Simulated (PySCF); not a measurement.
Correlation energy of Sr²⁺ (strontium, charge +2)

[Kr], closed-shell 1S. Computed with PySCF 2.14 in Sapporo-DKH3-DZP-2012, with the spin-free X2C one-electron Hamiltonian (Gaussian nucleus). Frozen: [Ar] 3d10 4s2; 6 electrons correlated.

Total MP2 correlation energy: -113.78 mhartree.

Same-spin part -34.14 and opposite-spin part -79.64 mhartree; SCS-MP2 scales them by 1/3 and 6/5 to -106.95 mhartree.

```
  level  correlation energy (mhartree)
   CCSD                        -123.27
    (T)                          -0.13
CCSD(T)                        -123.40
```

Diagnostics: T1 = 0.0019, D1 = 0.0027, largest double amplitude 0.047.

Cost of the coupled-cluster step: 0.03 s of wall time on 1 thread of AMD EPYC 9R45 96-Core Processor (shared host), for 6 correlated electrons.

Iterations:

```
CC2 = 0
CCSD nocc = 3, nmo = 20
frozen orbitals [0, 1, 2, 3, 4, 5, 6, 7, 8, 9, 10, 11, 12, 13, 14]
max_cycle = 100
direct = 0
conv_tol = 1e-08
conv_tol_normt = 1e-06
diis_space = 8
diis_start_cycle = 0
Init t2, MP2 energy = -3176.71398544508  E_corr(MP2) -0.113783583371868
Init E_corr(CCSD) = -0.113783583372046
cycle = 1  E_corr(CCSD) = -0.122140999270979  dE = -0.0083574159  norm(t1,t2) = 0.0154726
cycle = 2  E_corr(CCSD) = -0.1230203573136  dE = -0.000879358043  norm(t1,t2) = 0.00334488
cycle = 3  E_corr(CCSD) = -0.123272505664337  dE = -0.000252148351  norm(t1,t2) = 0.000955666
cycle = 4  E_corr(CCSD) = -0.12327324807912  dE = -7.42414783e-07  norm(t1,t2) = 3.90761e-05
cycle = 5  E_corr(CCSD) = -0.123273326361479  dE = -7.82823589e-08  norm(t1,t2) = 2.71788e-06
cycle = 6  E_corr(CCSD) = -0.123273326530062  dE = -1.6858305e-10  norm(t1,t2) = 1.17817e-07
CCSD converged
E(CCSD) = -3176.723475188237  E_corr = -0.123273326530062
CCSD(T) correction = -0.000131845065595076
```
